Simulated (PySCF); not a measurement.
## Scalar relativity in K⁺ (potassium, charge +1)

[Ar], closed-shell 1S; UHF calculated with PySCF 2.14 in dyall-acv3z (25s18p7d3f, 135 functions), once non-relativistic with a point nucleus and once with spin-free X2C-1e and a Gaussian nucleus.

```json
{"shell": "1s", "ε non-rel. (eV)": "-3639.6", "rms r non-rel. (bohr, spins averaged)": "0.09441"}
{"shell": "2s", "ε non-rel. (eV)": "-400.23", "rms r non-rel. (bohr, spins averaged)": "0.4202"}
{"shell": "2p", "ε non-rel. (eV)": "-319.41", "rms r non-rel. (bohr, spins averaged)": "0.3883"}
{"shell": "3s", "ε non-rel. (eV)": "-53.438", "rms r non-rel. (bohr, spins averaged)": "1.372"}
{"shell": "3p", "ε non-rel. (eV)": "-31.852", "rms r non-rel. (bohr, spins averaged)": "1.555"}
```

Question: How does scalar relativity move these shells?

Answer: 1s: ε -3656.0 eV, radius -0.74 %; 2s: ε -403.28 eV, radius -0.59 %; 2p: ε -319.57 eV, radius -0.21 %; 3s: ε -53.792 eV, radius -0.44 %; 3p: ε -31.839 eV, radius -0.07 %.

The total energy goes from -599.0175 to -601.3165 hartree.

Relativity contracts and stabilises s shells directly. The contracted s shells screen the nucleus better, so for spin-averaged p shells the direct and indirect effects partly cancel.
